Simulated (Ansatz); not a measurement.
Total energies of C2H7ClOSi, SMILES `CC(Cl)[SiH2]O`.

```xyz
12

C     1.6263   -0.2375    0.3810
C     0.3499    0.5445    0.1706
Cl    0.4646    1.5451   -1.3328
Si   -1.1936   -0.5169   -0.0606
O    -2.5045    0.4106   -0.3992
H     2.4923    0.4237    0.4526
H     1.7998   -0.9404   -0.4363
H     1.5558   -0.8076    1.3127
H     0.1994    1.2669    0.9757
H    -1.5078   -1.2312    1.2016
H    -0.8820   -1.4898   -1.1421
H    -2.4003    1.0325   -1.1231
```

The species carries charge 0 and has multiplicity 1. The structure was optimised at the PBE0-D4/def2-TZVP level. It is one conformer, not always the lowest. Basis def2-TZVPP, Ansatz 0.2.0.

RPA on PBE orbitals: Hartree–Fock energy of these orbitals -903.18987 Eh, correlation -1.50507 Eh (frozen core).

```
 functional                                kind  energy without D4 (Eh)  D4 term (kJ/mol)
LDA (SPW92)                                 LDA              -901.53096                 –
     r2SCAN                            meta-GGA              -905.33904              -6.7
       PBE0  global hybrid, 25 % exact exchange              -905.02887             -22.9
      B3LYP                 global hybrid, 20 %              -905.52408             -43.7
    r2SCANh               meta-GGA hybrid, 10 %              -905.32915              -7.1
      BHLYP                 global hybrid, 50 %              -905.39492             -33.1
  CAM-B3LYP              range-separated hybrid              -905.43277             -23.2
    LC-ωPBE         long-range corrected hybrid              -905.17664                 –
     B2PLYP                       double hybrid              -905.10712                 –
   PBE-QIDH                       double hybrid              -904.84434                 –
```

Q: Give the same for PBE, revPBE, BLYP, B97M-V, r2SCAN0, HSE06 (plane-wave form), ωB97X-V, ωB97M-V. (Best estimate.)

A: Computed: 
| functional | kind | energy without D4 (Eh) | D4 term (kJ/mol) |
| --- | --- | --- | --- |
| PBE | GGA | -904.94620 | -27.1 |
| revPBE | GGA | -905.28133 | -82.1 |
| BLYP | GGA | -905.41006 | -59.6 |
| B97M-V | meta-GGA with VV10 | -905.26782 | – |
| r2SCAN0 | meta-GGA hybrid, 25 % | -905.31545 | -7.8 |
| HSE06 (plane-wave form) | screened hybrid | -905.00608 | -21.3 |
| ωB97X-V | range-separated hybrid GGA with VV10 | -905.32308 | – |
| ωB97M-V | range-separated hybrid meta-GGA with VV10 | -905.36863 | – |

B3LYP takes the VWN-RPA correlation (the form of Gaussian; ORCA's B3LYP/G). HSE06 is the plane-wave form, built on full-range PBE exchange. The double hybrids freeze the cores in their second-order part.

LC-ωPBE has ω = 0.4 bohr⁻¹.
